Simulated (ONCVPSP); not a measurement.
## La, ONCV: configuration errors across variants

```
Element                 : lanthanum
Generator               : ONCVPSP 4.0.1
Type                    : optimised norm-conserving Vanderbilt (ONCV)
Functional              : LDA (Perdew-Wang 92)
Relativity              : scalar-relativistic
Frozen core             : [Kr] 4d10
Valence charge          : 11
Reference configuration : 5s2 5p6 5d1 6s1.5 (charge +0.5)
Partial waves           : 5s+6s: rc 2.85 bohr, ncon 5, nbas 10, qcut 4.8 1/bohr, 2 projectors; 5p: rc 1.75 bohr, ncon 3, nbas 7, qcut 4.8 1/bohr, 3 projectors, debl 2.9 Ha; 5d: rc 3.25 bohr, ncon 4, nbas 8, qcut 5.4 1/bohr, 1 projector; f scattering state at 0.12 Ha: rc 2.95 bohr, ncon 4, nbas 7, qcut 3.3 1/bohr, 1 projector
Local potential         : polynomial inside 1.65 bohr (lpopt 5, dvloc0 0 Ha)
Core correction         : polynomial model core, fcfact 0.35
```

In the f channel the program set the typed energies aside and used -0.272 Ha.

All-electron excitation energies from the reference (eV): (1) 5s2 5p6 5d1 6s2 -2.480; (2) 5s2 5p6 5d1 6s1 3.678; (3) 5s2 5p6 5d1 6s0 14.825; (4) 5s2 5p6 5d1 6s0 6p1 6.736.

2 further variants failed, have other tests or too few solved ones, and are left out.

A true bound ghost makes a file unfit for plane-wave use even where its test errors are small: the radial tests pick states by their node count and pass the ghost by.

Errors AE − PS in meV (a dash: test not solved or not reliable):

```json
{"change": "base", "(1)": "+0.3", "(2)": "-0.8", "(3)": "-5.5", "(4)": "-2.9", "bound ghosts": "none", "GHOST(+) flags above zero": "s"}
{"change": "d: qcut 6.7", "(1)": "+0.2", "(2)": "-0.8", "(3)": "-6.0", "(4)": "-3.0", "bound ghosts": "none", "GHOST(+) flags above zero": "s"}
{"change": "p: qcut 3.2", "(1)": "+0.3", "(2)": "-0.8", "(3)": "-5.2", "(4)": "-2.6", "bound ghosts": "none", "GHOST(+) flags above zero": "s, p"}
```

Q: Give the same row for: all radii but the core radius scaled by about 0.82 (s 2.34, p 1.44, d 2.66, f 2.42 bohr); local potential polynomial inside 1.34 bohr (lpopt 5, dvloc0 0 Ha).

A: +0.3, -0.6, -3.4, -1.7; bound ghosts: s, p; GHOST(+) flags above zero: p, f.
